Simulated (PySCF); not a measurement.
A structure optimised at ωB97X-D3(BJ)/def2-SVP, used in a PySCF frequency run:

```
Si
F 1 1.6327
H 1 1.4860 2 107.61
C 1 1.8359 3 109.06 2 117.85
C 4 1.2147 3 149.86 1 -174.94
H 5 1.0777 3 158.94 1 -176.55
Si 1 2.3291 3 113.72 2 -120.63
H 7 1.4908 1 109.35 3 -179.67
H 7 1.4918 8 109.56 1 121.48
H 7 1.4926 8 109.44 9 119.75
```

Q: Write its SMILES and formula.

A: C#C[Si@@H](F)[SiH3], C₂H₅FSi₂

Q: What are its rotational constants (standard atomic weights)?

A: 3.7548, 2.0755, 1.4700 GHz
